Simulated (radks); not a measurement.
Q: Method: non-relativistic Kohn-Sham, LB94 model potential, spin-polarised, spherical densities, point nucleus; open shells are filled with parallel spins first; computed with a radial shooting solver on a logarithmic mesh with Libxc functionals. Response by self-consistent Sternheimer equations with the Hartree and adiabatic LDA kernel. For heavy and open-shell atoms this level of theory can miss by tens of per cent. Rank Fe2+, B3+, Sc+, Ne, He+, Ge, Co+ (NIST ground configurations) by static dipole polarisability, largest first.

A: Sc+ 46.64, Ge 38.28, Co+ 7.100, Fe2+ 3.373, Ne 2.591, He+ 0.3057, B3+ 0.02021 bohr^3.
